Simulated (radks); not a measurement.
Q: Pd4+, configuration [Ar] 3d10 4s1.5 4p6 4d6 4f0.5 (fractional occupations, a model configuration). Calculated with a radial shooting solver on a logarithmic mesh with Libxc functionals: Dirac Kohn-Sham, LDA (Slater exchange, Perdew-Zunger correlation), spin-unpolarised, spherical densities, finite nucleus; open shells fill j = l - 1/2 first; Fermi nuclear charge, rms radius 4.5318 fm. Some entries of the table are withheld. Estimate them.

orbital  occ.  eigenvalue (eV)  <1/r> (bohr^-1)  r(max) (bohr)
1s1/2       2        -24187.31            48.19        0.02068
2s1/2       2              (1)            11.08         0.1171
2p1/2       2        -3335.102            11.06        0.09052
2p3/2       4        -3175.944            10.42        0.09469
3s1/2       2        -699.9225            3.858         0.3423
3p1/2       2        -599.9714            3.767         0.3286
3p3/2       4        -572.1846            3.611         0.3384
3d3/2       4        -394.5358              (2)            (3)
3d5/2       6        -388.9841              (4)            (5)
4s1/2     1.5        -147.3263            1.497         0.8443
4p1/2       2        -115.5809            1.386         0.8812
4p3/2       4        -110.7380            1.339         0.9050
4d3/2       4         -61.2984            1.082          1.024
4d5/2       2         -60.6382            1.071          1.033
5s1/2       0         -43.9062           0.5989            (6)
5p1/2       0         -35.6585              (7)          2.255
5p3/2       0         -34.8394              (8)          2.310
5d3/2       0              (9)           0.4028          3.025
5d5/2       0             (10)           0.4007          3.043
4f5/2     0.5         -20.0817           0.4712          2.226
4f7/2       0         -20.0709           0.4704          2.229
5f5/2       0         -12.0672           0.2779          5.519
5f7/2       0         -12.0605           0.2776          5.523

A: 
(1) 2s1/2 eigenvalue (eV): -3588.056
(2) 3d3/2 <1/r> (bohr^-1): 3.446
(3) 3d3/2 r(max) (bohr): 0.2801
(4) 3d5/2 <1/r> (bohr^-1): 3.406
(5) 3d5/2 r(max) (bohr): 0.2829
(6) 5s1/2 r(max) (bohr): 2.025
(7) 5p1/2 <1/r> (bohr^-1): 0.5322
(8) 5p3/2 <1/r> (bohr^-1): 0.5196
(9) 5d3/2 eigenvalue (eV): -23.1518
(10) 5d5/2 eigenvalue (eV): -23.0412
